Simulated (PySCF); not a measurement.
Compound: C4H6F3P.
Numbering: `[CH3:1][CH2:2]/[CH:3]=[P:4]\[C:5]([F:6])([F:7])[F:8]` (hydrogens: H9, H10, H11 on C1; H12, H13 on C2; H14 on C3)

The same species was optimised twice, with GFN2-xTB and with PBE0-D3(BJ)/def2-SVP (PySCF), and the same property calculations (PySCF, gas phase) were run on both structures.

```json
{"coordinate": "P4–C5 (Å)", "GFN2-xTB": "1.912", "PBE0-D3(BJ)/def2-SVP": "1.902", "change": "-0.010"}
{"coordinate": "C5–F6 (Å)", "GFN2-xTB": "1.341", "PBE0-D3(BJ)/def2-SVP": "1.335", "change": "-0.006"}
{"coordinate": "C5–F7 (Å)", "GFN2-xTB": "1.344", "PBE0-D3(BJ)/def2-SVP": "1.339", "change": "-0.005"}
{"coordinate": "C2–C3 (Å)", "GFN2-xTB": "1.489", "PBE0-D3(BJ)/def2-SVP": "1.493", "change": "+0.004"}
{"coordinate": "C5–F8 (Å)", "GFN2-xTB": "1.344", "PBE0-D3(BJ)/def2-SVP": "1.340", "change": "-0.004"}
{"coordinate": "C1–C2 (Å)", "GFN2-xTB": "1.532", "PBE0-D3(BJ)/def2-SVP": "1.528", "change": "-0.004"}
{"coordinate": "C3=P4 (Å)", "GFN2-xTB": "1.671", "PBE0-D3(BJ)/def2-SVP": "1.671", "change": "0.000"}
{"coordinate": "C1–C2–C3 (°)", "GFN2-xTB": "110.1", "PBE0-D3(BJ)/def2-SVP": "111.7", "change": "+1.6"}
{"coordinate": "C2–C3–P4 (°)", "GFN2-xTB": "132.9", "PBE0-D3(BJ)/def2-SVP": "133.8", "change": "+0.9"}
{"coordinate": "F6–C5–F7 (°)", "GFN2-xTB": "106.5", "PBE0-D3(BJ)/def2-SVP": "107.3", "change": "+0.8"}
{"coordinate": "F6–C5–F8 (°)", "GFN2-xTB": "106.5", "PBE0-D3(BJ)/def2-SVP": "107.2", "change": "+0.7"}
{"coordinate": "P4–C5–F8 (°)", "GFN2-xTB": "113.5", "PBE0-D3(BJ)/def2-SVP": "112.9", "change": "-0.6"}
{"coordinate": "P4–C5–F7 (°)", "GFN2-xTB": "113.6", "PBE0-D3(BJ)/def2-SVP": "113.1", "change": "-0.5"}
{"coordinate": "P4–C5–F6 (°)", "GFN2-xTB": "109.4", "PBE0-D3(BJ)/def2-SVP": "109.0", "change": "-0.4"}
{"coordinate": "F7–C5–F8 (°)", "GFN2-xTB": "106.9", "PBE0-D3(BJ)/def2-SVP": "107.1", "change": "+0.2"}
{"coordinate": "C1–C2–C3–P4 (°)", "GFN2-xTB": "-112", "PBE0-D3(BJ)/def2-SVP": "-114", "change": "-2"}
{"coordinate": "C3–P4–C5–F6 (°)", "GFN2-xTB": "178", "PBE0-D3(BJ)/def2-SVP": "178", "change": "0"}
```

Rotational constants: A = 2677, B = 1172, C = 1005 MHz (GFN2-xTB) against A = 2705, B = 1162, C = 998.5 MHz (PBE0-D3(BJ)/def2-SVP). Point groups within 0.08 Å: C1 and C1.

On the GFN2-xTB structure: lowest singlet, TDDFT (eV) 4.77 [B3LYP/def2-SVPD]; lowest triplet, Tamm–Dancoff (eV) 2.88 [B3LYP/def2-SVPD]; isotropic polarisability (au) 79.0 [B3LYP/def2-SVPD]; HOMO (eV) -7.61 [B3LYP/def2-SVPD]; LUMO (eV) -2.30 [B3LYP/def2-SVPD]; dipole (D) 2.90 [B3LYP/def2-SVPD]; HOMO (eV) -7.84 [PBE0/pcSseg-1]; LUMO (eV) -2.10 [PBE0/pcSseg-1]; dipole (D) 2.80 [PBE0/pcSseg-1]; GIAO shielding of C1 (ppm) 168.4 [PBE0/pcSseg-1]; GIAO shielding of C2 (ppm) 150.3 [PBE0/pcSseg-1]; GIAO shielding of C3 (ppm) -29.5 [PBE0/pcSseg-1]; GIAO shielding of P4 (ppm) 63.3 [PBE0/pcSseg-1]; GIAO shielding of C5 (ppm) 46.9 [PBE0/pcSseg-1]; GIAO shielding of F6/F7/F8 (mean) (ppm) 233.9 [PBE0/pcSseg-1].

Task: What do these properties become on the PBE0-D3(BJ)/def2-SVP structure?

Result: 
| property | level | on GFN2-xTB | on PBE0-D3(BJ)/def2-SVP | change |
| --- | --- | --- | --- | --- |
| lowest singlet, TDDFT (eV) | B3LYP/def2-SVPD | 4.77 | 4.77 | 0.00 |
| lowest triplet, Tamm–Dancoff (eV) | B3LYP/def2-SVPD | 2.88 | 2.88 | 0.00 |
| isotropic polarisability (au) | B3LYP/def2-SVPD | 79.0 | 79.5 | +0.5 |
| HOMO (eV) | B3LYP/def2-SVPD | -7.61 | -7.60 | +0.01 |
| LUMO (eV) | B3LYP/def2-SVPD | -2.30 | -2.28 | +0.02 |
| dipole (D) | B3LYP/def2-SVPD | 2.90 | 2.77 | -0.13 |
| energy, GFN2-xTB geometry as zero (kcal/mol) | B3LYP/def2-SVPD | 0.0 | -0.3 | -0.3 |
| HOMO (eV) | PBE0/pcSseg-1 | -7.84 | -7.82 | +0.02 |
| LUMO (eV) | PBE0/pcSseg-1 | -2.10 | -2.08 | +0.02 |
| dipole (D) | PBE0/pcSseg-1 | 2.80 | 2.67 | -0.13 |
| energy, GFN2-xTB geometry as zero (kcal/mol) | PBE0/pcSseg-1 | 0.0 | -0.3 | -0.3 |
| GIAO shielding of C1 (ppm) | PBE0/pcSseg-1 | 168.4 | 167.0 | -1.4 |
| GIAO shielding of C2 (ppm) | PBE0/pcSseg-1 | 150.3 | 149.5 | -0.8 |
| GIAO shielding of C3 (ppm) | PBE0/pcSseg-1 | -29.5 | -29.4 | +0.1 |
| GIAO shielding of P4 (ppm) | PBE0/pcSseg-1 | 63.3 | 64.3 | +1.0 |
| GIAO shielding of C5 (ppm) | PBE0/pcSseg-1 | 46.9 | 48.7 | +1.8 |
| GIAO shielding of F6/F7/F8 (mean) (ppm) | PBE0/pcSseg-1 | 233.9 | 237.5 | +3.6 |

The heavy atoms differ by 0.023 Å rms after alignment. Among bonds between heavy atoms P4–C5 changes most (-0.010 Å). Changes are differences of the printed values. Neither structure is proved a minimum here.

The values belong to the conformer `[CH3:1][CH2:2]/[CH:3]=[P:4]\[C:5]([F:6])([F:7])[F:8]`: C1–C2–C3–P4 -114°, C3–P4–C5–F6 178°.
